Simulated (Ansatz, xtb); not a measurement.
# Relative energy of two isomers of CCl2F3Si+

Structure a: `F[C+](Cl)[Si](F)(F)Cl`, a singlet. Structure b: `F[C+](F)[Si](F)(Cl)Cl`, a singlet. Both are isolated ions in the gas phase, relaxed with PBE0-D3(BJ)/def2-SVP; the shapes shown needn't be the lowest conformers.

a (Å):

```json
{"atom": "C", "x (Å)": "1.3768", "y (Å)": "1.3385", "z (Å)": "0.7996"}
{"atom": "Cl", "x (Å)": "3.4961", "y (Å)": "1.6704", "z (Å)": "-1.4490"}
{"atom": "Cl", "x (Å)": "0.6108", "y (Å)": "2.6229", "z (Å)": "1.4439"}
{"atom": "F", "x (Å)": "1.3656", "y (Å)": "-0.4752", "z (Å)": "-1.3147"}
{"atom": "F", "x (Å)": "0.5049", "y (Å)": "1.9774", "z (Å)": "-1.7571"}
{"atom": "F", "x (Å)": "1.8656", "y (Å)": "0.5034", "z (Å)": "1.6037"}
{"atom": "Si", "x (Å)": "1.6351", "y (Å)": "1.0695", "z (Å)": "-1.1297"}
```

b (Å):

```xyz
7

C     0.5636   -2.1382    0.9335
Cl    1.6840    0.0780   -0.8619
Cl    1.6848    0.3213    2.5469
F    -0.6364   -1.8712    1.1332
F     0.7765   -3.3411    0.6998
F     3.2688   -1.7086    0.9741
Si    1.9995   -0.7613    0.9145
```

Q: Which of the two would you expect CCSD(T)/def2-SVP + ΔMP2/def2-TZVPP electronic energies to favour?

A: Structure a; the calculation gives E(b) − E(a) = +10.8 kcal/mol.

The same difference at several levels:

```csv
level,geometry,E(b) − E(a) (kcal/mol),departure from the last row (kcal/mol),"job, with rough time for the two"
PBE0-D3(BJ)/def2-SVP,PBE0-D3(BJ)/def2-SVP,+2.3,−8.6,"optimisation, 1.9 min"
HF/def2-SVP,PBE0-D3(BJ)/def2-SVP,−0.4,−11.3,part of the CCSD(T) run
MP2/def2-SVP,PBE0-D3(BJ)/def2-SVP,+6.1,−4.8,part of the CCSD(T) run
CCSD(T)/def2-SVP,PBE0-D3(BJ)/def2-SVP,+5.8,−5.1,single point
CCSD(T)/def2-SVP + ΔMP2/def2-TZVPP,PBE0-D3(BJ)/def2-SVP,+10.8,,"single point, 59 s"
```

As drawn, b has 1 C–F, 1 Cl–Si in place of 1 C–Cl, 1 F–Si.

HF/def2-SVP finds them nearly level. The largest departure from CCSD(T)/def2-SVP + ΔMP2/def2-TZVPP is that of HF/def2-SVP, 11.3 kcal/mol. Levels run at GFN2-xTB geometries aren't shown. The last row adds to CCSD(T) the change of the MP2 difference between the two basis sets, here +5.1 kcal/mol, a large step that makes the value less sure.

With harmonic frequencies from PBE0-D3(BJ)/def2-SVP (ideal gas, rigid rotor, one conformer each, 298.15 K, 1 atm): on the last row, ΔE + ΔZPE = +11.2 kcal/mol. A mode under 50 cm⁻¹ makes harmonic enthalpies and free energies unreliable, so none is given.

The correlated steps freeze 19 core orbitals. Programs: Ansatz 0.2.0; the last row on 2 threads of Intel(R) Xeon(R) Platinum 8259CL CPU @ 2.50GHz (Skylake/Cascade Lake) on a shared host.
